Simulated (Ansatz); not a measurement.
Total energies of `NC#C[SiH2][SiH3]`.

| atom | x (Å) | y (Å) | z (Å) |
| --- | --- | --- | --- |
| N1 | 2.666 | -0.115 | 1.811 |
| C2 | 1.415 | -0.148 | 1.351 |
| C3 | 0.281 | -0.230 | 0.927 |
| Si4 | -1.375 | -0.324 | 0.217 |
| Si5 | -1.236 | 0.279 | -2.040 |
| H6 | 2.776 | -0.039 | 2.811 |
| H7 | 3.324 | 0.441 | 1.288 |
| H8 | -2.310 | 0.596 | 0.922 |
| H9 | -1.928 | -1.701 | 0.334 |
| H10 | -0.328 | -0.647 | -2.769 |
| H11 | -0.706 | 1.663 | -2.173 |
| H12 | -2.579 | 0.226 | -2.681 |

Total charge 0; spin multiplicity 1. The structure was optimised at the PBE0-D4/def2-TZVP level. It is one conformer, not always the lowest. Basis def2-TZVPP, the Gaussian-basis code of Ansatz.

RPA on PBE orbitals: Hartree–Fock energy of these orbitals -712.07822 Eh, correlation -1.30848 Eh (frozen core).

| functional | energy without D4 (Eh) | D4 term (kJ/mol) |
| --- | --- | --- |
| LDA (SPW92) | -710.63974 | – |
| PBE | -713.69016 | -24.3 |
| revPBE | -714.00809 | -69.6 |
| BLYP | -714.10717 | -52.5 |
| r2SCAN | -714.03196 | -6.2 |
| B97M-V | -714.01218 | – |
| PBE0 | -713.75795 | -20.8 |
| B3LYP | -714.21723 | -39.2 |
| r2SCANh | -714.02138 | -6.7 |
| r2SCAN0 | -714.00671 | -7.4 |
| HSE06 (plane-wave form) | -713.73708 | -19.6 |
| BHLYP | -714.08449 | -31.3 |
| CAM-B3LYP | -714.10626 | -21.4 |
| LC-ωPBE | -713.88674 | – |
| ωB97X-V | -714.03107 | – |
| ωB97M-V | -714.05695 | – |
| B2PLYP | -713.80893 | – |
| PBE-QIDH | -713.56383 | – |

B3LYP takes the VWN-RPA correlation (the form of Gaussian; ORCA's B3LYP/G). HSE06 is the plane-wave form, built on full-range PBE exchange. The double hybrids freeze the cores in their second-order part.

LC-ωPBE has ω = 0.4 bohr⁻¹.
